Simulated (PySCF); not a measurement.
This script is equivalent to a calculation on Br⁺ (bromine, charge +1).

```python
from pyscf import gto, scf, dft, mp, cc
import basis_set_exchange as bse
mol = gto.M(atom="Br 0 0 0", charge=1, spin=2, symmetry="D2h",
            basis=gto.basis.parse(bse.get_basis("x2c-QZVPPall", elements=["Br"], fmt="nwchem")),
            nucmod="G")
mf = scf.UHF(mol).sfx2c1e()
mf.irrep_nelec = {'Ag': (6, 6), 'B1g': (1, 1), 'B2g': (1, 1), 'B3g': (1, 1), 'B1u': (3, 2), 'B2u': (3, 3), 'B3u': (3, 2)}
mf.kernel()
```

Task: What total energy does it give?

Result: -2604.10928 hartree (calculated).

Task: Which occupied shell lies highest, and where?

Result: 4p β, at -21.098 eV.

Task: What is ⟨S²⟩, and what would a pure spin state give?

Result: 2.009, against 2.00.
